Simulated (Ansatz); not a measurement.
Isolated molecules relaxed with PBE0-D4/def2-TZVP in Ansatz; ΔE leaves out vibrations. CCSD(T)/CBS adds triple-zeta CCSD(T) − MP2 to the extrapolated MP2 energy (def2 sets, frozen cores). This one scheme is used for every species. Functionals use def2-TZVPP. B3LYP here is the variant with VWN-RPA as its local correlation; programs differ in this. For Se outer-core shells are correlated without core-valence functions, which leaves a few kJ/mol of doubt a bond. Scalar relativity is left out up to krypton. Each species was taken in one conformer, which may not be the lowest.

`[NH2][AlH][SeH]` + H₂ → `[AlH2][SeH]` + NH₃  (hydrogenolysis of the Al–N bond)

**Question.** Is it downhill or uphill in electronic energy at CCSD(T)/CBS, and by how much? (An estimate is asked.)

**Answer.** The calculation gave: Uphill: ΔE = +0.77 eV.

**Question.** What do these levels give: B3LYP-D4, ωB97X-V, PBE-QIDH, PBE, BLYP, RPA@PBE/def2-TZVPP, HF/def2-SVP, MP2/def2-SVP, CCSD(T)/def2-SVP, CCSD/def2-TZVPP, SCS-MP2/def2-QZVPP, CCSD/CBS(def2)? (Estimate.)

**Answer.** Computed: B3LYP-D4 0.76, ωB97X-V 0.73, PBE-QIDH 0.74, PBE 0.69, BLYP 0.70, RPA@PBE/def2-TZVPP 0.71, HF/def2-SVP 0.54, MP2/def2-SVP 0.76, CCSD(T)/def2-SVP 0.68, CCSD/def2-TZVPP 0.72, SCS-MP2/def2-QZVPP 0.80, CCSD/CBS(def2) 0.74 eV.

Largest T1 diagnostic among the species: 0.010.

The D4 term adds +0.06 eV with B3LYP and +0.03 eV with PBE0; it sums over pairs of atoms, weighted by their polarisabilities, and B3LYP, whose exchange is more repulsive, gets the larger term. In def2-TZVPP, CCSD(T) changes the Hartree–Fock value by +0.15 eV (the triples alone add +0.03 eV) and MP2 by +0.24 eV. At CCSD(T), def2-SVP lies −0.10 eV from the extrapolated value and def2-TZVPP −0.02 eV.
